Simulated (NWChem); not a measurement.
Species: SiNH5O2; SMILES N[SiH](O)O

```xyz
9

Si    -0.0452     0.0103     0.3302
N     -0.2429    -1.5758    -0.2847
O     -1.1661     1.0754    -0.2692
O      1.4066     0.6823    -0.1295
H     -0.1540    -0.1263     1.8089
H     -0.7132    -2.2719     0.2816
H     -0.3955    -1.7407    -1.2737
H     -0.8243     1.9551    -0.4560
H      2.1777     0.1178    -0.0269
```
Atoms are numbered in this order, from 1.

Computed with NWChem. Pople sets run with spherical d functions. Structure relaxed at the PBE0/def2-SVP level. B3LYP is NWChem's, with the RPA form of VWN correlation. Atomic charges in e: unrestrained fits to the electrostatic potential beside Mulliken populations; buried atoms are poorly determined by the fit.

For level B3LYP/def2-SVP:

```yaml
ESP Si1: 1.17
Mulliken Si1: 0.74
ESP N2: -0.96
Mulliken N2: -0.37
ESP O3: -0.74
Mulliken O3: -0.39
ESP O4: -0.72
Mulliken O4: -0.41
```

### Question
Estimate the same quantities for level Hartree-Fock/6-31G*.

### Answer
The ESP Si1 is 1.41, the Mulliken Si1 comes out as 1.37 and the ESP N2 is -1.16. The Mulliken N2 is -1.08 and the ESP O3 is -0.86. The Mulliken O3 comes out as -0.90, the ESP O4 is -0.84 and the Mulliken O4 is -0.91.
